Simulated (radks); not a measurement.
Se XIV, 21 electrons, occupied as [Ar] 3d2 7d1 (not the ground configuration). All-electron calculation, scalar-relativistic Kohn-Sham, PBE, spin-polarised, spherical densities, finite nucleus; open shells are filled with parallel spins first; Fermi nuclear charge, rms radius 4.14 fm. Program: a radial shooting solver on a logarithmic mesh with Libxc functionals. Some entries of the table are withheld. Estimate them.

orbital  occ.  eigenvalue (eV)  <r> (bohr)  <r^2> (bohr^2)
1s up       1        -12949.29     0.04409        0.002618
1s down     1        -12949.28     0.04409        0.002618
2s up       1        -2057.007      0.1953         0.04491
2s down     1        -2053.577      0.1951         0.04481
2p up       3        -1863.968      0.1706         0.03556
2p down     3        -1861.412      0.1703         0.03545
3s up       1        -598.5362      0.5224             (1)
3s down     1        -593.7736      0.5238             (2)
3p up       3        -536.9047         (3)             (4)
3p down     3        -532.0604         (5)             (6)
3d up       2        -441.6376      0.4845          0.2755
3d down     0        -436.0854      0.4870          0.2787
7d up       1         -60.3342       4.430           22.00

Answer. 
(1) 3s up <r^2> (bohr^2): 0.3109
(2) 3s down <r^2> (bohr^2): 0.3126
(3) 3p up <r> (bohr): 0.5189
(4) 3p up <r^2> (bohr^2): 0.3110
(5) 3p down <r> (bohr): 0.5207
(6) 3p down <r^2> (bohr^2): 0.3131
